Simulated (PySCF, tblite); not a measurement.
Rigid-rotor lines calculated for a species of formula C3H10F2OSi3 (commonest isotopes; PBE0/pcSseg-1 in PySCF (dipole) on a GFN2-xTB geometry, gas phase), labelled J(Ka,Kc):

```csv
transition,MHz
"1(1,1) ← 0(0,0)",2154.9
"1(0,1) ← 0(0,0)",1397.2
"2(1,1) ← 1(1,0)",2810.5
"2(0,2) ← 1(0,1)",2794.2
"2(1,2) ← 1(1,1)",2778.4
```

Question: Find the rotational constants.

Answer: 1(0,1) ← 0(0,0) is B + C, 2(1,1) ← 1(1,0) is 3B + C and 2(1,2) ← 1(1,1) is B + 3C, so B − C is half the difference of the last two, 16.0 MHz. 1(1,1) ← 0(0,0) is A + C. A = 1464.3, B = 706.6, C = 690.6 MHz.

Question: What moments of inertia, asymmetry and inertial defect follow?

Answer: I = 505379 MHz·u·Å² over each constant: Ia = 345.13, Ib = 715.18, Ic = 731.80 u·Å²; κ = (2B − A − C)/(A − C) = -0.959 (near-prolate asymmetric top); Δ = Ic − Ia − Ib = -328.51 u·Å².

Question: Which dipole components do these lines need?

Answer: μa and μb (a-type: ΔKa even, ΔKc odd; b-type: both odd). The calculation gives |μa| = 0.80 D, |μb| = 1.12 D, |μc| = 0.10 D.

Question: Where do these fall, and of which type are they? 3(1,3) ← 2(1,2); 3(3,1) ← 3(2,2); 3(1,2) ← 2(2,1); 3(0,3) ← 2(1,2); 3(2,1) ← 2(2,0); 2(2,0) ← 1(1,1); 2(1,2) ← 1(0,1); 3(3,1) ← 2(2,0); 3(1,2) ← 3(0,3).

Answer: 
| transition | MHz | type | branch |
| --- | --- | --- | --- |
| 3(1,2) ← 3(0,3) | 815 | b | Q |
| 3(1,2) ← 2(2,1) | 1943 | b | R |
| 3(0,3) ← 2(1,2) | 3449 | b | R |
| 2(1,2) ← 1(0,1) | 3536 | b | R |
| 3(3,1) ← 3(2,2) | 3829 | b | Q |
| 3(1,3) ← 2(1,2) | 4167 | a | R |
| 3(2,1) ← 2(2,0) | 4193 | a | R |
| 2(2,0) ← 1(1,1) | 5100 | b | R |
| 3(3,1) ← 2(2,0) | 8020 | b | R |

Question: Which structure gave them?

Answer: `COC(F)(F)[Si@@H]1C[SiH2][SiH2]1`, point group C1. Three constants can't fix a structure by themselves; this is the one that was computed:
```xyz
19
C3H10F2OSi3 angstrom
C      2.444    0.962    0.635
O      1.224    0.330    0.247
C      1.153   -0.139   -1.017
F      1.401    0.862   -1.928
F      2.174   -1.036   -1.264
Si    -0.600   -0.948   -1.195
C     -1.782    0.527   -0.828
Si    -2.013    0.392    1.090
Si    -0.997   -1.733    0.973
H      3.271    0.250    0.595
H      2.291    1.300    1.657
H      2.659    1.812   -0.016
H     -0.603   -1.448   -2.577
H     -2.733    0.403   -1.344
H     -1.395    1.490   -1.153
H     -3.431    0.517    1.459
H     -1.323    1.474    1.798
H     -1.896   -2.898    1.048
H      0.146   -2.105    1.813
```

The values belong to one conformer (point group C1) with, in the numbering `[CH3:1][O:2][C:3]([F:4])([F:5])[Si@@H:6]1[CH2:7][SiH2:8][SiH2:9]1`, C1–O2–C3–F4 -57°, O2–C3–Si6–C7 60°, C3–Si6–C7–Si8 -90°, Si6–C7–Si8–Si9 -12°, C7–Si8–Si9–Si6 10°, C3–Si6–Si9–Si8 93°. Its GFN2-xTB frequencies are all real (lowest 31 cm⁻¹). These are rigid-rotor constants of the computed structure; measured ground-state constants (B0) also hold zero-point vibration. A rigid rotor knows nothing of internal rotation, which can split or shift real lines.
